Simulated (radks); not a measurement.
Charge is removed step by step from the 5p3/2 level of Lu, starting from [Kr] 4d10 4f14 5s2 5p(1/2: 2, 3/2: 4) 5d1 6s2. All-electron calculation, Dirac Kohn-Sham, LDA (Slater exchange, Perdew-Wang correlation), spin-unpolarised, spherical densities, finite nucleus; open shells fill j = l - 1/2 first; Fermi nuclear charge, rms radius 5.37 fm. Program: a radial shooting solver on a logarithmic mesh with Libxc functionals.

removed (e)  E - E(0) (eV)  eigenvalue (eV)  E minus straight line (eV)
0                    0.000          -29.685                       0.000
0.1                  3.018          -30.686                      -0.492
0.2                  6.138          -31.722                      -0.883
0.3                  9.364          -32.791                      -1.168
0.4                 12.697          -33.887                      -1.344
0.5                 16.142          -35.008                      -1.410
0.6                 19.700          -36.152                      -1.363
0.7                 23.373          -37.316                      -1.200
0.8                 27.164          -38.500                      -0.920
0.9                 31.074          -39.702                      -0.521
1                   35.105          -40.921                       0.000

Removing the whole electron costs 35.105 eV by Delta-SCF, against 29.685 eV from minus the eigenvalue at the starting occupation. Slater's transition state (half an electron removed) gives 35.008 eV. Integrating minus the eigenvalue over the occupation (Janak's theorem) gives 35.105 eV. The mean slope of the eigenvalue, de/dn, is 11.2 eV per electron.
